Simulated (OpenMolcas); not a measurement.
An OpenMolcas run meant for K (ANO-RCC-VTZP, DKH2; inactive shells 1s 2s 2p 3s 3p; intended active space 1 electron in 4 orbitals (4s 4p)). One step of its input:

```
&CASPT2
Multistate=1 1
Frozen=2 3
IPEA=2.0
Imaginary=0.1
MaxIter=60
WThr=0.0 0.3 0.05
PrWF=0.5
NoMix
```

The run finished. Its levels beside those of a sound run (SS-CASPT2, IPEA 0.25 Eh, imaginary shift 0.1 Eh (closed shells correlated: 3s 3p)), in cm-1 above each run's lowest level:

```
     Level  This run  Usual run
 4s 2S 1/2       0.0        0.0
4p 2P* 1/2     12542      12999
4p 2P* 3/2     12579      13036
```

Which setting is unsound, and how much does it matter here?

The IPEA shift is far above its usual 0.25 hartree. Against the sound run the excited levels shown move by 460 cm-1 on average and by 460 cm-1 at most.

ANO sets are built for ground and valence states and can reach diffuse excited orbitals poorly. With one active electron, CASPT2 adds the correlation within the correlated inactive shells and between them and that electron, and leaves the splitting within a term as the reference gives it. Levels of configurations outside the active space are missing.

* marks odd parity.
